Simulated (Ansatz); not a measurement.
Isolated molecules relaxed with PBE0-D4/def2-TZVP in Ansatz; ΔE leaves out vibrations. CCSD(T)/CBS adds triple-zeta CCSD(T) − MP2 to the extrapolated MP2 energy (def2 sets, frozen cores). This one scheme is used for every species. DFT in def2-TZVPP. B3LYP here is the variant with VWN-RPA as its local correlation; programs differ in this. Elements past krypton have def2 core potentials. For Te outer-core shells are correlated without core-valence functions, which leaves a few kJ/mol of doubt a bond. Each species was taken in one conformer, which may not be the lowest.

`SB1N[SiH2]1` + H₂Te → `[TeH]B1N[SiH2]1` + H₂S  (ligand exchange at a B–S bond)

`SB1N[SiH2]1`:

```xyz
8

S    -0.439    0.323    2.405
B    -0.158   -0.013    0.678
N     0.304    0.608   -0.473
Si   -0.114   -1.021   -0.957
H    -0.024    1.605    2.407
H     0.658    1.511   -0.746
H     1.017   -1.873   -1.402
H    -1.244   -1.140   -1.913
```

H₂Te:

Z-matrix (Å, degrees):
```
Te
H 1 1.656
H 1 1.656 2 90.4
```

`[TeH]B1N[SiH2]1`:

```xyz
8

Te   -0.180   -1.796   -2.057
B     0.040   -0.461   -0.413
N     0.832   -0.381    0.720
Si   -0.201    1.032    0.778
H    -1.384   -0.894   -2.746
H     1.567   -0.910    1.162
H     0.494    2.337    0.652
H    -1.169    1.071    1.903
```

H₂S:

```xyz
3

S    -0.081   -0.105   -0.605
H    -0.797   -0.392    0.492
H     0.878    0.497    0.113
```

```json
{"level": "LDA (SPW92)", "ΔE (kJ/mol)": "16.9", "difference from CCSD(T)/CBS": "12.7"}
{"level": "revPBE-D4", "ΔE (kJ/mol)": "13.0", "difference from CCSD(T)/CBS": "8.8"}
{"level": "r2SCAN-D4", "ΔE (kJ/mol)": "13.3", "difference from CCSD(T)/CBS": "9.1"}
{"level": "PBE0-D4", "ΔE (kJ/mol)": "12.2", "difference from CCSD(T)/CBS": "8.0"}
{"level": "B3LYP-D4", "ΔE (kJ/mol)": "13.6", "difference from CCSD(T)/CBS": "9.4"}
{"level": "r2SCAN0-D4", "ΔE (kJ/mol)": "12.8", "difference from CCSD(T)/CBS": "8.6"}
{"level": "CAM-B3LYP-D4", "ΔE (kJ/mol)": "16.0", "difference from CCSD(T)/CBS": "11.8"}
{"level": "PBE-QIDH", "ΔE (kJ/mol)": "9.6", "difference from CCSD(T)/CBS": "5.4"}
{"level": "PBE0", "ΔE (kJ/mol)": "13.5", "difference from CCSD(T)/CBS": "9.3"}
{"level": "B3LYP", "ΔE (kJ/mol)": "15.9", "difference from CCSD(T)/CBS": "11.7"}
{"level": "CAM-B3LYP", "ΔE (kJ/mol)": "17.6", "difference from CCSD(T)/CBS": "13.4"}
{"level": "CCSD/def2-SVP", "ΔE (kJ/mol)": "17.3", "difference from CCSD(T)/CBS": "13.1"}
{"level": "HF/def2-TZVPP", "ΔE (kJ/mol)": "15.9", "difference from CCSD(T)/CBS": "11.7"}
{"level": "MP2/def2-TZVPP", "ΔE (kJ/mol)": "3.6", "difference from CCSD(T)/CBS": "-0.6"}
{"level": "HF/def2-QZVPP", "ΔE (kJ/mol)": "15.4", "difference from CCSD(T)/CBS": "11.2"}
{"level": "CCSD/CBS(def2)", "ΔE (kJ/mol)": "5.6", "difference from CCSD(T)/CBS": "1.4"}
{"level": "CCSD(T)/CBS", "ΔE (kJ/mol)": "4.2", "difference from CCSD(T)/CBS": "0"}
```

Largest T1 diagnostic among the species: 0.014.

Leaving LDA and LC-ωPBE aside and taking each functional with its dispersion term where it has one, the values, not all of them listed here, spread over 10.4 kJ/mol, from PBE-QIDH to B97M-V. At CCSD(T), def2-SVP lies +12.3 kJ/mol from the extrapolated value and def2-TZVPP +3.6 kJ/mol.
